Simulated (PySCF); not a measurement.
# NdP: frontier orbitals

BHandHLYP at R = 2.346 Å; PySCF, spin-free X2C with a Gaussian nucleus, basis sets Nd x2c-SVPall, P x2c-SVPall. State: quartet, about 3.1 electrons in the 4f shell (Mulliken), real f orbitals that mix terms. Only the outer orbitals are listed, counted within each symmetry.

```tsv
spin	orbital	occ.	ε (eV)	on Nd (%)	main shells (%)
α	15σ	1	-13.67	21	79 P s
α	1φ	1	-12.21	100	100 Nd f
α	3δ	1	-12.10	100	100 Nd f
α	16σ	1	-11.95	95	92 Nd f
α	8π	1	-5.33	49	50 P p, 43 Nd d
α	8π	1	-5.33	49	51 P p, 42 Nd d
α	17σ	1	-4.90	51	45 P p, 23 Nd s, 21 Nd d
α	18σ	0	-1.76	93	61 Nd s, 25 Nd d
α	4δ	0	-0.44	100	100 Nd d
α	3δ	0	-0.44	100	99 Nd d
β	15σ	1	-14.08	15	85 P s
β	8π	1	-5.39	38	62 P p, 31 Nd d
β	8π	1	-5.38	37	63 P p, 30 Nd d
β	16σ	1	-5.24	35	62 P p, 19 Nd d, 11 Nd s
β	17σ	0	-1.72	97	71 Nd s, 16 Nd d, 9 Nd p
β	3δ	0	-0.19	100	99 Nd d
β	3δ	0	-0.14	100	100 Nd d
```

Which are the highest filled and the lowest empty level, where do they sit, and how wide is the gap?

Highest filled α 17σ at -4.90 eV (in %: 45 P p, 23 Nd s, 21 Nd d); lowest empty α 18σ at -1.76 eV (in %: 61 Nd s, 25 Nd d); the gap at BHandHLYP is 3.14 eV.

```
bond order (Mayer)                              : 3.11
⟨S²⟩                                            : 3.834
charge on Nd (Mulliken, basis-dependent)        : 0.21
charge on Nd (Löwdin, basis-dependent)          : -0.05
dipole moment (positive dipole means Nd(−)P(+)) : -7.61 D
```

Spin–orbit coupling is left out. The state is the lowest single determinant that the PBE0 search found; with open d or f shells the true ground state can be another one.
